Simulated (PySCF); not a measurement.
A structure optimised at PBE-D3(BJ)/def2-SVP, used in a PySCF frequency run:

```
C
H 1 1.1098
H 1 1.1139 2 109.08
H 1 1.1150 2 108.25 3 -118.01
O 1 1.4195 2 106.17 4 -120.13
Se 5 1.8413 1 115.01 2 -176.02
Se 6 2.3361 5 104.59 1 -74.04
H 7 1.4955 6 97.92 5 91.64
```

### Question
Write its SMILES and formula.

### Answer
CO[Se][SeH], CH4OSe2

### Question
What are its rotational constants (standard atomic weights)?

### Answer
4.6779, 1.5195, 1.2057 GHz
